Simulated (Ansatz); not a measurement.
Total energies of C$_{2}$H$_{6}$ClInO$_{2}$, SMILES `C[O][In]([Cl])[O]C`.

```tsv
atom	x (Å)	y (Å)	z (Å)
C1	2.058	1.656	-0.296
O2	0.837	1.764	-0.995
In3	-0.614	0.477	-0.709
Cl4	-2.597	0.663	-1.873
O5	-0.380	-1.020	0.547
C6	-1.421	-1.922	0.845
H7	2.701	2.478	-0.625
H8	2.582	0.715	-0.503
H9	1.932	1.741	0.790
H10	-2.019	-1.571	1.695
H11	-2.103	-2.097	0.005
H12	-0.975	-2.883	1.120
```

Total charge 0; spin multiplicity 1. Correlated methods include outer-core shells of In, which these sets cover unevenly. In: def2 effective core potential. The structure was optimised at the PBE0-D4/def2-TZVP level. It is one conformer, not always the lowest. Basis def2-TZVPP, Ansatz 0.2.0.

RPA on PBE orbitals: Hartree–Fock energy of these orbitals -877.73465 Eh, correlation -2.01935 Eh (frozen core).

```
functional  energy without D4 (Eh)  D4 term (kJ/mol)
    r2SCAN              -880.68552              -6.1
   ωB97M-V              -880.60203                 –
```

(1) Give the same for LDA (SPW92), PBE, revPBE, BLYP, B97M-V, PBE0, B3LYP, r2SCANh, r2SCAN0, HSE06 (plane-wave form), BHLYP, CAM-B3LYP, LC-ωPBE, ωB97X-V, B2PLYP, PBE-QIDH. (Best estimate.)

B3LYP takes the VWN-RPA correlation (the form of Gaussian; ORCA's B3LYP/G). HSE06 is the plane-wave form, built on full-range PBE exchange. The double hybrids freeze the cores in their second-order part.

Results:

(1) Computed: 
```csv
functional,energy without D4 (Eh),D4 term (kJ/mol)
LDA (SPW92),-877.13496,–
PBE,-880.31121,-23.8
revPBE,-880.65743,-65.7
BLYP,-880.65456,-50.5
B97M-V,-880.60484,–
PBE0,-880.35425,-20.5
B3LYP,-880.85325,-38.3
r2SCANh,-880.65582,-6.6
r2SCAN0,-880.61349,-7.3
HSE06 (plane-wave form),-880.33387,-19.4
BHLYP,-880.55914,-32.3
CAM-B3LYP,-880.66679,-21.2
LC-ωPBE,-880.53484,–
ωB97X-V,-880.60473,–
B2PLYP,-880.25375,–
PBE-QIDH,-880.03767,–
```

LC-ωPBE has ω = 0.4 bohr⁻¹.
